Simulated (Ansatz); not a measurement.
Mulliken charges of `[SiH3][O][Al]([Cl])[Br]` from r2SCAN/def2-TZVPP in Ansatz (PBE0-D4/def2-TZVP geometry).

```tsv
atom	x (Å)	y (Å)	z (Å)	charge (e)
Si1	-1.239	-0.099	0.849	0.389
O2	0.138	-0.095	-0.023	-0.337
Al3	1.487	0.046	-0.980	0.597
Cl4	2.948	-1.424	-0.940	-0.222
Br5	1.739	1.815	-2.314	-0.199
H6	-1.746	-1.489	0.972	-0.076
H7	-2.266	0.739	0.177	-0.074
H8	-0.968	0.449	2.203	-0.077
```

Task: By hand: the dipole of these point charges (1 e Å = 4.8032 D).

Result: Σ q r = (-0.266, 0.000, 0.166) e Å, of length 0.314 e Å = 1.51 D.

Task: How does the dipole of the full density compare? (An estimate is asked.)

Result: Ansatz gave: (-0.147, 0.007, 0.089) e Å, 0.83 D; the point charges give 1.82 times that, at 2° from its direction.

Point charges leave out the atoms' own dipoles, such as those of lone pairs, and Mulliken's split depends on the basis, so the two needn't agree.
